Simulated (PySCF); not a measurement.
Calculation: CAM-B3LYP-D3(BJ)/def2-TZVPD (PySCF). All species are isolated molecules in the gas phase. One relaxed conformer stands for a flexible species; it need not be the lowest. 

Reference species (SMILES): `[O-][SiH2]B(O)O` (charge -1, multiplicity 1).

```json
{
 "HOMO": "-3.14 eV"
}
```

Changed species: `[O-][SiH2]Cl` (X = chloro, proton removed; the reference has X = borono, proton removed).

### Question
Give the shifts of the HOMO.

### Answer
the HOMO decreases by 0.34 eV, to -3.48 eV.
